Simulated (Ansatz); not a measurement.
Species: C$_{4}$H$_{5}$BS, SMILES `Bc1ccsc1` (charge 0, multiplicity 1), formula C$_{4}$H$_{5}$BS.

Q: How many basis functions does frozen-core CCSD(T)/cc-pVTZ // CAM-B3LYP-D3(BJ)/def2-TZVP (Ansatz, an electronic-structure program) use, how many core orbitals are frozen, and how many electrons are correlated?

A: 254 basis functions and 10 frozen orbitals, which leaves 30 correlated electrons. Core time is of the order of minutes.
